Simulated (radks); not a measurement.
Removal energies from neutral cobalt, [Ar] 3d8 4s1, by Delta-SCF beside the eigenvalue of the level emptied. All-electron calculation, scalar-relativistic Kohn-Sham, PBE, spin-polarised, spherical densities, finite nucleus; Fermi nuclear charge, rms radius of each element as measured or else 0.836 A^(1/3) + 0.57 fm. Program: a radial shooting solver on a logarithmic mesh with Libxc functionals. Open shells are filled with parallel spins first.

[
 {"removed from": "4s", "final configuration": "[Ar] 3d8", "Delta-SCF (eV)": "8.068", "-eigenvalue (eV)": "4.856"},
 {"removed from": "3d", "final configuration": "[Ar] 3d7 4s1", "Delta-SCF (eV)": "8.674", "-eigenvalue (eV)": "3.049"},
 {"removed from": "3p", "final configuration": "[Ne] 3s2 3p5 3d8 4s1", "Delta-SCF (eV)": "66.111", "-eigenvalue (eV)": "59.722"},
 {"removed from": "3s", "final configuration": "[Ne] 3s1 3p6 3d8 4s1", "Delta-SCF (eV)": "102.81", "-eigenvalue (eV)": "96.341"}
]
